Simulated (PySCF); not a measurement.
# Electron correlation in N²⁺ (nitrogen, charge +2)

[He] 2s2 2p1, 2P determinant. All numbers are calculated (PySCF 2.14, scalar relativity by spin-free X2C-1e, in x2c-TZVPall). Frozen: 1s2; 3 electrons correlated.

MP2 pair energies summed by pair of shells (mhartree):

```
 pair  energy  share (%)
2s-2s  -32.68       59.0
2s-2p  -22.75       41.0
```

Total MP2 correlation energy: -55.43 mhartree.

Same-spin part -3.45 and opposite-spin part -51.98 mhartree; SCS-MP2 scales them by 1/3 and 6/5 to -63.53 mhartree.

| level | correlation energy (mhartree) |
| --- | --- |
| CCSD | -82.30 |
| (T) | -1.02 |
| CCSD(T) | -83.32 |

Diagnostics: T1 = 0.0068, D1 = 0.0131, largest double amplitude 0.137.

Cost of the coupled-cluster step: 0.24 s of wall time on 1 thread of Neoverse-V2 (shared host), for 3 correlated electrons.

Iterations:

```
CC2 = 0
CCSD nocc = (np.int64(2), np.int64(1)), nmo = (30, 30)
frozen orbitals [[0], [0]]
max_cycle = 100
direct = 0
conv_tol = 1e-08
conv_tol_normt = 1e-06
diis_space = 8
diis_start_cycle = 0
Init t2, MP2 energy = -0.0554315641329556
Init E_corr(UCCSD) = -0.0554315641332236
cycle = 1  E_corr(UCCSD) = -0.0706768687723926  dE = -0.0152453046  norm(t1,t2) = 0.0512156
cycle = 2  E_corr(UCCSD) = -0.07672552147429  dE = -0.0060486527  norm(t1,t2) = 0.0251044
cycle = 3  E_corr(UCCSD) = -0.0823616737932823  dE = -0.00563615232  norm(t1,t2) = 0.0128469
cycle = 4  E_corr(UCCSD) = -0.0822682993176586  dE = 9.33744756e-05  norm(t1,t2) = 0.000860812
cycle = 5  E_corr(UCCSD) = -0.0823049712352605  dE = -3.66719176e-05  norm(t1,t2) = 0.000116583
cycle = 6  E_corr(UCCSD) = -0.0822919051098114  dE = 1.30661254e-05  norm(t1,t2) = 2.58569e-05
cycle = 7  E_corr(UCCSD) = -0.0822953870978318  dE = -3.48198802e-06  norm(t1,t2) = 7.70254e-06
cycle = 8  E_corr(UCCSD) = -0.0822951979938555  dE = 1.89103976e-07  norm(t1,t2) = 7.8074e-07
cycle = 9  E_corr(UCCSD) = -0.0822951434236157  dE = 5.45702399e-08  norm(t1,t2) = 1.4829e-07
cycle = 10  E_corr(UCCSD) = -0.0822951565657248  dE = -1.31421091e-08  norm(t1,t2) = 3.0104e-08
cycle = 11  E_corr(UCCSD) = -0.0822951547020846  dE = 1.86364017e-09  norm(t1,t2) = 8.47376e-09
UCCSD converged
E(UCCSD) = -52.93063372394587  E_corr = -0.08229515470208459
UCCSD(T) correction = -0.0010164385864459
```
